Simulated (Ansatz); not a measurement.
## Pulling the pair apart

The pair of Cl⁻ (SMILES [Cl-], atom 1) and H$_{2}$S (SMILES S, atoms 2–4), both closed shells, in one local arrangement (a lower one may exist), relaxed at PBE0-D4/def2-TZVPD:

```json
{"atom": "Cl1", "x (Å)": "-0.3879", "y (Å)": "2.1556", "z (Å)": "0.1696"}
{"atom": "S2", "x (Å)": "0.5196", "y (Å)": "-1.0162", "z (Å)": "-0.4677"}
{"atom": "H3", "x (Å)": "0.1421", "y (Å)": "0.3462", "z (Å)": "-0.2082"}
{"atom": "H4", "x (Å)": "-0.2737", "y (Å)": "-1.4855", "z (Å)": "0.5063"}
```

H$_{2}$S is shifted rigidly along the line between the mean atom positions of the two fragments (negative: closer). Counterpoise interaction energies in kcal/mol. Program: Ansatz 0.2.0. Basis: def2-TZVPPD. Cores are frozen in the correlated methods. B3LYP uses VWN-RPA correlation.

| shift (Å) | PBE0-D4 | B3LYP-D4 | wB97M-V |
| --- | --- | --- | --- |
| -0.19 | -16.41 | -14.24 | -12.68 |
| -0.10 | -17.44 | -15.59 | -14.11 |
| 0.00 | -17.71 | -16.16 | -14.78 |
| 0.10 | -17.48 | -16.19 | -14.91 |
| 0.23 | -16.64 | -15.64 | -14.52 |
| 0.48 | -14.38 | -13.74 | -12.89 |
| 0.96 | -10.08 | -9.73 | -9.25 |
| 1.92 | -5.02 | -4.81 | -4.65 |

Q: What does CCSD(T) give at these shifts? (Judge from chemistry; the value comes from the calculation.)

A: By the calculation: -11.42, -12.97, -13.73, -13.94, -13.64, -12.18, -8.85, -4.55 kcal/mol. For zero shift, CCSD(T) at an estimated basis limit (MP2 extrapolated from triple and quadruple zeta, plus CCSD(T) − MP2 in triple zeta) gives -15.08 kcal/mol. These are counterpoise interaction energies, counted from the two frozen fragments.

No T1 diagnostic of these runs exceeds 0.010.

For scale, one of the runs: CCSD(T)/def2-TZVPPD, 136 basis functions, launched by `ansatz run in.yaml --threads 2 --pin off --events-out ev --progress --plain --max-ram 5222MiB`. The run took about 4.3 s on 2 CPU threads of an Intel Xeon Platinum 8259CL (shared host).
